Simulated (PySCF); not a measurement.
CH5FO2Si2, SMILES F[Si@H]1OCO[SiH2]1.

Coordinates come from a PBE0-D3(BJ)/def2-SVP optimisation. The structure was generated by enumeration; whether it is a known compound was not checked. The values are those of a single conformer.

Vertical ionisation energy (IE) and electron affinity (EA) in eV. Rows of orbital energies are one-electron estimates. Where ΔSCF, EOM or ADC give a negative EA the extra electron is unbound and the value depends on the basis.

```tsv
level	IE	EA
−ε(HOMO), −ε(LUMO), HF/def2-TZVP (PySCF)	11.14	-2.56
−ε(HOMO), −ε(LUMO), PBE/def2-TZVP (PySCF)	6.62	1.26
```
